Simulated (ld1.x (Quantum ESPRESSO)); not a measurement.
# How hard is this Pb RRKJ potential?

```
Element                 : Pb (Z = 82)
Generator               : ld1.x (Quantum ESPRESSO) 7.5
Type                    : norm-conserving RRKJ (Kleinman–Bylander form)
Functional              : PBEsol
Relativity              : fully relativistic
Frozen core             : [Xe] 4f14
Valence charge          : 14
Reference configuration : 5d10 6s2 6p1.5 (charge +0.5)
Partial waves           : 6s (bound): rc 2.05 bohr; 5d (bound): rc 1.85 bohr; 6p (bound): rc 2.80 bohr
Local potential         : the p channel
Core correction         : Bessel-smoothed model core inside 1.75 bohr
rho0                    : 0.02
```

Open shells are filled in proportion to 2j + 1 (rel_dist='average').

The pseudo-atom Hamiltonian at the reference potential is diagonalised in spherical Bessel functions j_l(qr) that vanish at 20 bohr, with q² up to the cutoff. All-electron valence levels (Ry): 6s -1.1390, 5d3/2 -1.9332, 5d5/2 -1.7427, 6p1/2 -0.5730, 6p3/2 -0.4492.

Q: How do the lowest levels (Ry) of each channel move with the cutoff, and are there ghosts?

A:

```csv
cutoff (Ry),s #1,d3/2 #1,d3/2 #2,d5/2 #1,p1/2 #1,p3/2 #1,f #1,f #2,Σ f·Δε (mRy)
8,-1.0825,-0.1868,-0.0172,-0.1978,-0.4792,-0.4792,0.0271,0.1321,16374.8
10,-1.0889,-0.2642,-0.0265,-0.2827,-0.4821,-0.4821,0.0271,0.1321,15538.8
15,-1.0910,-0.6855,-0.0456,-0.6941,-0.4832,-0.4832,0.0271,0.1321,11378.8
18,-1.1007,-1.1637,-0.0535,-1.1191,-0.4833,-0.4833,0.0271,0.1321,6896.9
21,-1.1103,-1.4424,-0.0562,-1.3551,-0.4835,-0.4835,0.0271,0.1321,4346.8
30,-1.1313,-1.8309,-0.0588,-1.6675,-0.4836,-0.4836,0.0271,0.1321,876.0
35,-1.1370,-1.9052,-0.0592,-1.7232,-0.4836,-0.4836,0.0271,0.1321,233.2
40,-1.1387,-1.9280,-0.0594,-1.7393,-0.4836,-0.4836,0.0271,0.1321,41.7
45,-1.1390,-1.9320,-0.0594,-1.7419,-0.4836,-0.4836,0.0271,0.1321,9.5
55,-1.1390,-1.9332,-0.0594,-1.7426,-0.4836,-0.4836,0.0271,0.1321,0.5
60,-1.1390,-1.9332,-0.0594,-1.7427,-0.4836,-0.4836,0.0271,0.1321,0.4
400,-1.1391,-1.9332,-0.0594,-1.7427,-0.4836,-0.4836,0.0271,0.1321,0.0
```

Result: no extra level below or beside the all-electron valence levels (s, d3/2, d5/2, p1/2, p3/2, f tested); 10 mRy is reached at 45 Ry and 1 mRy at 50 Ry.

The potential misses its own reference levels by up to 1.2 eV, so it is not fit for use.
